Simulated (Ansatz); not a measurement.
Basis-set extrapolation for C2H5B2ClO (PBE0-D4/def2-TZVP geometry, frozen core, Ansatz 0.2.0). Multiplicity 1, RHF reference.

|  | def2-TZVPP | def2-QZVPP |
| --- | --- | --- |
| HF | -662.434660 | -662.456505 |
| MP2 correlation | -0.977133 | -1.049374 |
| CCSD(T) correlation | -1.061706 | not run |

Energies in hartree. Use E(X) = E(∞) + A·exp(−7.88·√X) for Hartree–Fock and E(X) = E(∞) + B·X^(−2.97) for correlation, with X = 3 and 4, and add CCSD(T) minus MP2 of the smaller set to the MP2 limit.

Question: What is the CCSD(T) energy at the basis-set limit?

Answer: HF limit: -662.456505 + (-0.021845) × 0.13774 = -662.45951. MP2 limit: -1.049374 + (-0.072241) × 0.74074 = -1.10289. Higher-order term: -1.061706 − (-0.977133) = -0.08457. Total: -663.64697 hartree, 94.5 kcal/mol below CCSD(T)/def2-TZVPP.
